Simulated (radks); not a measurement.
Values are calculated unless marked as measured or tabulated.
Charge is removed step by step from the 6s level of neutral neodymium, starting from [Xe] 4f4 6s2. Level of theory: scalar-relativistic Kohn-Sham, PBEsol, spin-unpolarised, spherical densities, finite nucleus; Fermi nuclear charge, rms radius 4.9123 fm (a radial shooting solver on a logarithmic mesh with Libxc functionals).

removed (e)  E - E(0) (eV)  eigenvalue (eV)  E minus straight line (eV)
0                    0.000           -3.520                       0.000
0.125                0.474           -4.076                      -0.253
0.25                 1.019           -4.641                      -0.435
0.375                1.635           -5.216                      -0.547
0.5                  2.323           -5.800                      -0.586
0.625                3.084           -6.390                      -0.551
0.75                 3.920           -6.988                      -0.443
0.875                4.831           -7.590                      -0.259
1                    5.817           -8.198                       0.000

Removing the whole electron costs 5.817 eV by Delta-SCF, against 3.520 eV from minus the eigenvalue at the starting occupation. Slater's transition state (half an electron removed) gives 5.800 eV. Integrating minus the eigenvalue over the occupation (Janak's theorem) gives 5.819 eV. In this scalar-relativistic scheme the density is built from large components alone, so the theorem holds only approximately. The mean slope of the eigenvalue, de/dn, is 4.68 eV per electron. Ionisation energy of Nd in the NIST Atomic Spectra Database: 5.525 eV (measured).

Beside tabulated values, note that spin-unpolarised runs miss the spin-polarisation part of the exchange energy of open shells.
